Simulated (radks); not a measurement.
Results of a calculation; reference values are marked as such.
Ag2+, 45 electrons, occupied as [Kr] 4d7 5s2 (not the ground configuration).

Code: a radial shooting solver on a logarithmic mesh with Libxc functionals. Model: scalar-relativistic Kohn-Sham, revPBE, spin-unpolarised, spherical densities, finite nucleus; Fermi nuclear charge, rms radius 4.5454 fm.

Energy parts (eV):
total: -144609.023
kinetic: 150234.491
electron-nucleus: -348078.347
Hartree: 57262.524
exchange-correlation: -4027.690

Orbitals (lengths in bohr, moments of r in powers of bohr):
\begin{tabular}{lrrrrr}
orbital & occ. & eigenvalue (eV) & <1/r> & <r^4> & <r^2> \\ \hline
1s & 2 & -25364.43 & 49.43 & 4.451e-06 & 0.001308 \\
2s & 2 & -3764.448 & 11.23 & 0.0007913 & 0.02146 \\
2p & 6 & -3379.910 & 10.85 & 0.0005676 & 0.01691 \\
3s & 2 & -718.2512 & 3.946 & 0.03693 & 0.1552 \\
3p & 6 & -591.9606 & 3.758 & 0.03953 & 0.1568 \\
3d & 10 & -392.9992 & 3.532 & 0.03790 & 0.1423 \\
4s & 2 & -127.9566 & 1.528 & 1.261 & 0.9202 \\
4p & 6 & -90.8591 & 1.383 & 1.866 & 1.097 \\
4d & 7 & -37.1909 & 1.080 & 5.770 & 1.790 \\
5s & 2 & -24.1559 & 0.5430 & 60.44 & 6.364 \\
\end{tabular}

The highest occupied level is 5s at -24.156 eV. The electron density at the nucleus is 1.495e+05 e/bohr^3 (large components only). The density falls to 0.001 e/bohr^3 at r = 3.85 bohr. Summed over all electrons, <r^2> = 36.50 bohr^2, which gives a Langevin (diamagnetic) susceptibility term of -28.9 x 10^-6 cm^3/mol.
